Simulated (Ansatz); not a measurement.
Frontier orbitals of CH3CuS, SMILES `C[S][Cu]`.

```xyz
6

C    -0.272   -0.126   -0.522
S     0.562   -0.769    0.962
Cu    1.053    0.966    2.075
H    -0.539   -0.996   -1.125
H     0.382    0.513   -1.114
H    -1.186    0.413   -0.276
```

Total charge 0; spin multiplicity 1. For Cu the d shell is correlated and the shells below it are frozen. Scalar relativity is left out up to krypton. The structure was optimised at the PBE0-D4/def2-TZVP level. Basis def2-TZVPP, the Gaussian-basis code of Ansatz.

Orbital energies of one run (eV). Highest occupied ones, from the top: -5.81, -6.65, -8.06, -8.22, -8.22, -8.59, -8.69, -10.02, -11.49, -11.60, -16.76, -20.78, -77.09, -77.14. Empty: -2.38, 0.32, 1.05, 2.04, 2.46, 2.96.

Problem. Which functional gave them?
A. BLYP
B. r2SCANh
C. PBE0
D. CAM-B3LYP

Solution. C. HOMO energies: PBE0 -5.81, CAM-B3LYP -7.11, r2SCANh -5.29, BLYP -4.65 eV.
